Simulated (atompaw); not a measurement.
**u(r) = r·R(r): atom against pseudo-atom (B)**

Columns: radius, all-electron u(r) and pseudo u(r) of the 2s shell (level -9.38 eV) of boron in the configuration [He] 2s2 2p1; LDA (PW92), scalar-relativistic, PAW (atompaw) scheme, atompaw 4.2.0.5.

```
r (bohr)  all-electron  pseudo
   0.115       -0.2864  0.0412
   0.231       -0.2859  0.0881
   0.346       -0.1652  0.1439
   0.462       -0.0027  0.2115
   0.577        0.1605  0.2889
   0.692        0.3081  0.3733
   0.808        0.4340  0.4602
   0.923        0.5343  0.5415
   1.038        0.6110  0.6118
   1.154        0.6667  0.6667
   1.269        0.7031  0.7031
   1.385        0.7238  0.7238
   1.500        0.7311  0.7311
   1.615        0.7278  0.7278
   1.731        0.7160  0.7160
   1.846        0.6978  0.6978
   1.962        0.6746  0.6746
   2.077        0.6481  0.6481
   2.192        0.6191  0.6191
   2.308        0.5884  0.5884
   2.423        0.5571  0.5571
   2.538        0.5257  0.5257
   2.654        0.4942  0.4942
   2.769        0.4635  0.4635
   2.885        0.4335  0.4335
   3.000        0.4047  0.4047
```

(1) How many radial nodes do the two functions have?

(2) At about which radius was the pseudo-wave matched?

(3) Is the pseudo-wave norm-conserving?

Answers

(1) The all-electron 2s function has n − l − 1 = 1; the pseudo-wave has 0, since the states of the same l below it are removed with the core.

(2) 1.15 bohr, where the columns begin to agree (steps of 0.12 bohr).

(3) No, it belongs to a PAW set: the norm inside the radius is not constrained, and the difference is carried by the augmentation charge.
